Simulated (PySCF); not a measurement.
Breaking a bond: SMILES BO (H3BO), singlet. The B1–O4 bond (B1 also carries H, H; O4 carries H) is pulled apart rigidly from the PBE0/def2-TZVP optimised geometry.

UKS-CAM-B3LYP = unrestricted CAM-B3LYP/cc-pVDZ (PySCF 2.14.0); UCCSD = PySCF with CCSD on UHF/cc-pVDZ, 2 core orbitals frozen; NEVPT2 = PySCF with SC-NEVPT2 on CASSCF(2,2)/cc-pVDZ, all electrons correlated.

Energies are in mEh, each relative to the lowest point of its own curve near equilibrium.

| R / Å | UKS-CAM-B3LYP | UCCSD | NEVPT2 |
|---|---|---|---|
| 1.09 | 96.8 | 104.6 | 104.1 |
| 1.13 | 62.9 | 69.1 | 68.7 |
| 1.22 | 17.8 | 20.8 | 20.6 |
| 1.26 | 7.7 | 9.7 | 9.5 |
| 1.32 | 0.7 | 1.3 | 1.2 |
| 1.35 | 0.0 | 0.0 | 0.0 |
| 1.39 | 1.4 | 0.7 | 0.7 |
| 1.43 | 4.8 | 3.5 | 3.6 |
| 1.47 | 9.9 | 8.1 | 8.3 |
| 1.56 | 25.6 | 22.9 | 23.1 |
| 1.68 | 51.5 | 48.0 | — |
| 1.82 | 84.3 | 80.1 | — |
| 2.04 | 133.8 | 128.7 | — |
| 2.20 | 166.0 | 159.8 | — |
| 2.45 | 206.9 | 199.0 | — |
| 2.70 | 228.8 | 222.1 | — |
| 2.93 | 239.3 | 231.0 | — |
| 3.26 | 247.1 | 235.4 | — |
| 3.67 | 251.3 | 237.0 | — |
| 4.07 | 252.8 | 237.6 | — |
| 4.71 | 253.5 | 237.9 | — |

At the longest distance, 4.71 Å, UKS-CAM-B3LYP lies highest above its minimum (253.5 mEh) and UCCSD lowest (237.9 mEh).

A dash means that the run gave no value there, or that the column was ended at a point which the program doubted or which failed a test of continuity chosen for this set; such a test can also cut sound points.

The unrestricted determinant behind UKS-CAM-B3LYP is spin-contaminated at 2.45 to 4.71 Å (<S²> up to 1.0, against 0.00 for a pure singlet). The unrestricted determinant behind UCCSD is spin-contaminated at 2.20 to 4.71 Å (<S²> up to 1.0, against 0.00 for a pure singlet).
